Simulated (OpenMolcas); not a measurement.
O2+: the spin-orbit constant, Slater's ratio, worked from levels

```yaml
Program: OpenMolcas
Basis: ANO-R1 [3s2p1d]
Scalar_Hamiltonian: X2C, finite nucleus
Active_space: 2 electrons in 3 orbitals (2p)
State_averaging: 2S+1 = 3 even, 3 roots; 2S+1 = 1 even, 6 roots
Spin-orbit_coupling: RASSI with atomic mean-field integrals over the reference wave functions, term energies averaged over their components
```

Methods: CASSCF; SS-CASPT2, IPEA 0.25 Eh, imaginary shift 0.1 Eh (closed shells correlated: 1s 2s).

**The spin-orbit constant.** For the Hund term ³P of p2, E(J) = (A/2) J(J+1) + constant and ζ = 2S·A = 2A. From J = 0 to J = 2 the energy changes by 3 A.

```json
{"Source": "CASSCF", "E(2) - E(0)": "328.1", "A": "109.4", "ζ": "219"}
{"Source": "SS-CASPT2", "E(2) - E(0)": "328.3", "A": "109.4", "ζ": "219"}
```

All in cm-1. Both methods take the spin-orbit matrix elements from the reference wave functions, so the second can move ζ only through the term energies and any multistate remixing. Second-order mixing with other terms is absorbed into this ζ.

**Slater's ratio.** With one set of orbitals, p2 has ¹D - ³P = 6 F2 and ¹S - ¹D = 9 F2 (F2 = F²/25), a ratio of 3/2. Term energies are centres of gravity, weighted by 2J + 1.

```tsv
Source	¹D - ³P	¹S - ³P	F2 from the first	Ratio
CASSCF	22769	56514	3795	1.482
SS-CASPT2	21645	49262	3608	1.276
```

Energies in cm-1. A ratio away from 3/2 shows effects beyond one configuration with one set of orbitals, and in heavier atoms second-order spin-orbit shifts.

CASPT2 breaks the degeneracy within a term, and the mean is taken; among the terms shown or strongly mixed into the levels shown the widest spread is 95 cm-1 (2s² 2p² ¹D, SS-CASPT2). With the s shell closed, the reference lacks s² → p² mixing. Only configurations of the active space appear.
